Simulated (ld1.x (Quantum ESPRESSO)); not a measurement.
**Hg (Z = 80): one change to an ultrasoft potential, before and after**

| Property | Result |
| --- | --- |
| Element | Hg |
| Generator | ld1.x (Quantum ESPRESSO) 7.5 |
| Type | ultrasoft |
| Functional | LDA (PZ) |
| Relativity | scalar-relativistic |
| Frozen core | [Xe] 4f14 |
| Valence charge | 12 |
| Reference configuration | 5d10 6s1.5 6p0.5 |
| Partial waves | 6s (bound): rcut 1.75, rcutus 2.40 bohr; 6s channel at -0.25 Ry: rcut 1.75, rcutus 2.40 bohr; 6p (bound): rcut 2.80, rcutus 3.50 bohr; 6p channel at 0.25 Ry: rcut 2.80, rcutus 3.50 bohr; 5d (bound): rcut 1.30, rcutus 1.45 bohr; 5d channel at 1.85 Ry: rcut 1.30, rcutus 1.45 bohr; 5f channel at 0.15 Ry: rcut 2.40, rcutus 3.00 bohr; 5f channel at 2.45 Ry: rcut 2.40, rcutus 3.00 bohr |
| Local potential | all-electron potential smoothed inside 2.70 bohr (lloc = -1) |
| Core correction | Bessel-smoothed model core inside 1.25 bohr |
| Augmentation charge | built from norm-conserving waves at rcut, not smoothed further |

Change: waves 6p (bound): rcut 2.10, rcutus 2.22 bohr; 6p channel at 0.25 Ry: rcut 2.10, rcutus 2.22 bohr.

Cutoffs: the cutoffs (Ry, on a coarse ladder) from which the occupation-weighted sum of valence levels, in a spherical-Bessel basis at the reference potential, stays within 10 and 1 mRy of its value at 400 Ry; they do not see the model core or the augmentation charge, which bear on the density cutoff. Errors are all-electron minus pseudo energies relative to the spin-unpolarised reference configuration.

What does the change do?

The potential gets neither clearly harder nor softer (50 Ry and 90 Ry → 50 Ry and 90 Ry); a bound ghost appears in p, which as a rule spoils a file; the errors of the 9 common tests hardly move.

```tsv
quantity	base	changed
cutoff, loose	50 Ry	50 Ry
cutoff, tight	90 Ry	90 Ry
bound ghosts	none	p
error for 5d10 6s2 6p0, meV [ΔE -3.02 eV]	+0.7	+0.6
error for 5d10 6s1 6p0, meV [ΔE 8.03 eV]	-6.2	-5.6
error for 5d10 6s0 6p0, meV [ΔE 27.42 eV]	-30	-29
error for 5d8 6s0 6p0, meV [ΔE 113.27 eV]	-253	-266
error for 5d9 6s2 6p1, meV [ΔE 7.33 eV]	-59	-55
error for 5d10 6s1 6p1, meV [ΔE 3.14 eV]	-1.0	-1.1
error for 5d10 6s1.5 6p0, meV [ΔE 1.51 eV]	-1.2	-1.0
error for 5d10 6s1.5 6p0.5 (spin-polarised), meV [ΔE -0.11 eV]	+0.5	+0.2
error for 5d10 6s1 6p0 (spin-polarised), meV [ΔE 7.87 eV]	-6.7	-6.2
lowest overlap eigenvalue by channel	s 0.34, p 0.58, d 0.93, f 0.98	s 0.34, p 0.50, d 0.93, f 0.98
```

 A true bound ghost makes a file unfit for plane-wave use even where its test errors are small: the radial tests pick states by their node count and pass the ghost by.
